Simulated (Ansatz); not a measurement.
C₂H₅GeNO (`C[O][GeH2][C]#N`), charge 0, multiplicity 1.

Q: Give a relaxed structure at PBE0-D4/def2-TZVP (Ansatz). (Estimate.)

A: Ansatz gave: 
```xyz
10

C     1.6224   -0.6452   -0.2639
O     0.4373   -0.5022    0.4884
Ge   -0.8445    0.5181   -0.1691
C    -2.2276    0.4139    1.1581
N    -3.0825    0.3797    1.9279
H     2.1346    0.3138   -0.4141
H     1.4363   -1.0989   -1.2457
H     2.2901   -1.3037    0.2941
H    -0.3839    1.9763   -0.2880
H    -1.3823   -0.0518   -1.4878
```
Point group Cs.
This is one stationary point; other conformers may exist.
